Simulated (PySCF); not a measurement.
These are PBE-D3(BJ)/def2-TZVP // BP86-D3(BJ)/def2-SVP run with PySCF values and carry that method's errors. All species are isolated molecules in the gas phase. One relaxed conformer stands for a flexible species; it need not be the lowest. 

Reference species: [Zn(NH2)2] (neutral, multiplicity 1).

The HOMO comes out as -5.53 eV, the coordination number comes out as 2 and the mean distance from the central atom to its bonded neighbours is 1.829 Å. The HOMO–LUMO gap is 4.31 eV.

Changed species: [Zn(CH3)2] (2 of 2 NH2 replaced by CH3; the reference has 0 of 2 NH2 replaced by CH3).

Predict the effect on the HOMO, coordination number, mean distance from the central atom to its bonded neighbours and HOMO–LUMO gap.

the HOMO falls by 0.50 eV, to -6.03 eV; the coordination number is nearly the same; the mean distance from the central atom to its bonded neighbours increases by 0.119 Å, to 1.948 Å; the HOMO–LUMO gap goes up by 1.18 eV, to 5.49 eV.
